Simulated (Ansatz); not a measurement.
Reaction (formal hydrolysis of a B–C bond): `CB(Br)CF` + H₂O → `CB(O)Br` + `CF`

Program: Ansatz. Geometries: PBE0-D4/def2-TZVP. ΔE: electronic, gas phase. CBS: MP2 limit from def2 TZ/QZ plus the TZ coupled-cluster correction, frozen cores. This one scheme is used for every species. Functionals use def2-TZVPP. B3LYP here is the variant with VWN-RPA as its local correlation; programs differ in this. For Br outer-core shells are correlated without core-valence functions, which leaves a few kJ/mol of doubt a bond. Scalar relativity is left out up to krypton. Each species was taken in one conformer, which may not be the lowest.

```csv
level,ΔE (kJ/mol),difference from CCSD(T)/CBS
PBE-D4,-133.7,0.6
r2SCAN-D4,-139.3,-5.0
PBE0-D4,-135.2,-0.9
B3LYP-D4,-140.5,-6.2
ωB97X-V,-138.0,-3.7
ωB97M-V,-138.3,-4.0
B2PLYP,-143.8,-9.5
PBE,-136.5,-2.2
r2SCAN,-140.2,-5.9
PBE0,-137.8,-3.5
B3LYP,-144.9,-10.6
HF/def2-TZVPP,-152.8,-18.5
MP2/def2-TZVPP,-139.4,-5.1
SCS-MP2/def2-TZVPP,-142.3,-8.0
CCSD/def2-TZVPP,-139.5,-5.2
CCSD(T)/def2-TZVPP,-138.6,-4.3
HF/def2-QZVPP,-152.9,-18.6
MP2/def2-QZVPP,-137.0,-2.7
SCS-MP2/def2-QZVPP,-140.0,-5.7
HF/CBS(def2),-153.0,-18.7
MP2/CBS(def2),-135.1,-0.8
CCSD/CBS(def2),-135.1,-0.8
CCSD(T)/CBS,-134.3,0
```

Largest T1 diagnostic among the species: 0.010.

The D4 term adds +4.4 kJ/mol with B3LYP and +2.6 kJ/mol with PBE0; it sums over pairs of atoms, weighted by their polarisabilities, and B3LYP, whose exchange is more repulsive, gets the larger term. In def2-TZVPP, CCSD(T) changes the Hartree–Fock value by +14.2 kJ/mol (the triples alone add +0.8 kJ/mol) and MP2 by +13.4 kJ/mol.
